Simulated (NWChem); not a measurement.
Molecule: BBr2F; SMILES FB(Br)Br

All runs: NWChem. Geometry: optimised at PBE0/def2-SVP. B3LYP is NWChem's, with the RPA form of VWN correlation. Vertical excitations in the gas phase; the lowest state need not have the same character in each row.

| level | lowest excitation, singlet (eV) | oscillator strength of that lowest state | lowest state with f > 0.02, singlet (eV) | oscillator strength of that bright state | orbital gap (eV) |
|---|---|---|---|---|---|
| PBE/aug-cc-pVDZ, full TDDFT | 5.04 | 0.000 | 6.01 | 0.126 | 4.97 |
| B3LYP/aug-cc-pVDZ, full TDDFT | 5.50 | 0.000 | 6.40 | 0.130 | 6.75 |
| Hartree-Fock/aug-cc-pVDZ, TDHF | 7.31 | 0.000 | 8.03 | 0.098 | 12.85 |
